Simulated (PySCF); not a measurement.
**KF from Hartree–Fock to correlated methods**

State: ¹Σ⁺ (singlet), closed shell. Set-up: PySCF, spin-free X2C with a Gaussian nucleus, basis sets K x2c-TZVPPall, F x2c-TZVPPall. De refers to K + F in their high-spin ground configurations, without counterpoise correction. A positive dipole means K(−)F(+).

```csv
Level,Re (Å),ωe (cm⁻¹),De (eV),μ (D),"CPU s a point (SCF and correlation, without the integrals)"
RHF,2.221,422,2.93,-9.19,0.11
RHF-MP2,2.218,420,4.95,n/a,0.16
RHF-SCS-MP2,2.222,419,4.80,n/a,n/a
RHF-CCSD,2.218,423,4.53,n/a,n/a
RHF-CCSD(T),2.217,422,4.63,n/a,2.1
LDA,2.150,447,5.70,-8.03,0.37
PBE,2.198,415,5.04,-8.22,0.56
BP86,2.199,416,5.06,-8.32,0.38
r²SCAN,2.193,426,4.93,-8.52,0.76
PBE0,2.187,427,4.73,-8.53,1.1
M06,2.199,425,5.18,-8.62,0.9
M06-2X,2.197,439,4.90,-8.79,0.89
CAM-B3LYP,2.192,431,4.96,-8.61,1.1
```

Problem. Which functional lies closest to RHF-CCSD(T) in De, which farthest, and by how much do they differ from it?

Solution. Closest is PBE0 (-3.0 pm in Re, +1.2 % in ωe, +0.10 eV in De against RHF-CCSD(T) in the same basis), farthest LDA (-6.7 pm in Re, +5.9 % in ωe, +1.07 eV in De). CCSD(T) converges more slowly with the basis than the functionals do and binds too weakly in this one, so the order can change at the basis-set limit.

Problem. What does the gradient correction do here, going from LDA to PBE?

Solution. PBE less LDA: +4.8 pm in Re, -7.2 % in ωe, -0.66 eV in De. The gradient correction favours the more uneven density of free atoms, so it tends to lengthen bonds and takes away much of the overbinding of LDA; so it does here.

Problem. What does all correlation do here, going from RHF to RHF-CCSD(T)?

Solution. RHF-CCSD(T) less RHF: -0.4 pm in Re, +0.0 % in ωe, +1.70 eV in De. Correlation nearly always deepens the well. The bond shortens, as in weak, metallic or heavy-atom bonds, where dispersion and the correlation of outer-core electrons pull the atoms together.

Correlated steps freeze 6 core orbitals. Where the molecule has an RHF reference, its open-shell atoms are computed with UHF.

The whole job (state search and all levels along the bond) took about 1.9 min on 1 thread of Intel Xeon Platinum 8488C (shared host), peak memory 0.86 GiB.
